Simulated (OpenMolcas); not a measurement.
Ag7+.

```
Program             : OpenMolcas 26.06
Method              : CASSCF
Basis               : ANO-RCC-VTZP [7s6p4d2f1g]
Scalar Hamiltonian  : DKH2, point nucleus
Active space        : 4 electrons in 5 orbitals (4d)
State averaging     : 2S+1 = 5 even, 5 roots; 2S+1 = 3 even, 45 roots kept (CI in the orbitals of an earlier block); 2S+1 = 1 even, 50 roots kept (CI in the orbitals of an earlier block)
Spin-orbit coupling : RASSI with atomic mean-field integrals over the reference wave functions, term energies averaged over their components
```

Levels without dynamic correlation, in cm⁻¹ above 4d⁴ ⁵D₀:

| Level | E |
| --- | --- |
| 4d⁴ ³F₂(1) | 31821 |
| 4d⁴ ³P₀(1) | 25031 |
| 4d⁴ ³H₄ [69 %] | 26210 |

On this reference, MS-CASPT2, IPEA 0.25 Eh, imaginary shift 0.1 Eh (closed shells correlated: 4s 4p) puts 4d⁴ ³F₂(1) at 28800 cm⁻¹.

Q: Estimate the other levels at that method by one scale factor, and say how well it serves.

A: The factor is 28800 / 31821 = 0.905. Scaled values beside those that MS-CASPT2 gives and measured ones (Atoms 5, 11 (2017), spectra Ag VII to Ag IX):
```tsv
Level	Scaled	MS-CASPT2	Miss (%)	Measured
4d⁴ ³P₀(1)	22653	21810	+3.9	21309
4d⁴ ³H₄ [69 %]	23720	24340	-2.5	23302
```
For these levels the scaled values miss MS-CASPT2 by up to 3.9 %, as correlation changes each term by its own factor, spin-orbit parts do not scale and CASPT2 has its own spread within terms. This holds within one configuration; levels of others move differently, and the target method has errors of its own against measurement.

CASPT2 does not keep the components of a term degenerate, so their means are used; among the terms shown or strongly mixed into the levels shown the widest spread is 170 cm-1 (4d⁴ ³G, MS-CASPT2). Terms from blocks run as CI alone lack orbitals of their own. Without dynamic correlation excited terms often stand tens of per cent too high (terms of higher spin than the ground term too low), and those without a measured partner can miss by more than the paired ones (holds for CASSCF). Measured partners are found by configuration, term and J. A level has none where our copy of the source lacks it or the pairing is in doubt (some pairs that miss far off the trend of their configuration count as doubtful), and it then counts in no deviation. Only configurations of the active space appear.

A share in square brackets marks a mixed level and gives the weight of the term that names it, the lowest over the columns. A number in round brackets counts repeated terms of one configuration in the order of the reference energies.
